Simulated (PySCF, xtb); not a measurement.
Complex: HCl (SMILES Cl) (first 2 atoms) with C2H4 (SMILES C=C); geometry from B3LYP-D3(BJ)/def2-TZVP, rigid monomers moved along the line of their centres of mass till H2···C3 is 2.76 Å.
(charge 0, multiplicity 1):
```xyz
8

Cl     0.309    -0.481     0.004
H      0.193    -0.288     1.277
C     -0.627     0.417     3.815
C      0.530    -0.203     4.016
H     -1.567    -0.120     3.809
H     -0.678     1.487     3.652
H      1.470     0.336     4.025
H      0.581    -1.272     4.182
```

Monomers are frozen at their geometry in the pair; levels with a basis set take the counterpoise correction. Rows marked so take none.

Rows in 6-31G* carry no dispersion term and start afresh at each structure (6-31G* with six Cartesian d functions).

Codes used: PySCF for 6-31G* rows; xtb for the GFN methods. 

Problem. One of these levels gives -108.9 meV for the interaction energy. Which one is it?
A) M06-2X/6-31G* (no counterpoise)
B) B3LYP/6-31G*
C) BP86/6-31G* (no counterpoise)
D) GFN1-xTB

Solution. B, B3LYP/6-31G*. The others give -74.9 (GFN1-xTB), -128.4 (BP86/6-31G* (no counterpoise)), -153.5 (M06-2X/6-31G* (no counterpoise))
